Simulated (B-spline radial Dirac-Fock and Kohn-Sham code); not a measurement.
**Auger decay of the 2s hole in Co⁸⁺**

System: cobalt as Co⁸⁺ in the configuration [Ar] 3d1.

Calculated with a B-spline atomic structure program, using independent-particle rates on relativistic LDA orbitals of the hole state (multipoles up to L = 3, Coulomb Auger matrix elements, transition energies from Dirac-Fock). Kinetic energies are configuration averages from the vacuum level; the two-hole energies are estimated from single-hole states.

| transition | kinetic energy (eV) | width (meV) | share (%) |
| --- | --- | --- | --- |
| L1-M1M1 | 530.6 | 36.4 | 12.9 |
| L1-M1M2 | 580.1 | 69.4 | 24.7 |
| L1-M1M3 | 582.5 | 136 | 48.5 |
| L1-M2M3 | 626.0 | 2.47 | 0.9 |
| L1-M3M3 | 627.8 | 3.63 | 1.3 |
| L1-M1M4 | 638.6 | 9.75 | 3.5 |
| L1-M1M5 | 638.9 | 14.4 | 5.1 |
| L1-M2M5 | 684.4 | 2.69 | 1.0 |
| L1-M3M4 | 686.6 | 2.81 | 1.0 |
| L1-M3M5 | 687.5 | 2.06 | 0.7 |

The listed channels hold 100 % of the non-radiative rate. Summed by principal shells, of 0.281 eV in all: LMM 100.0 %.
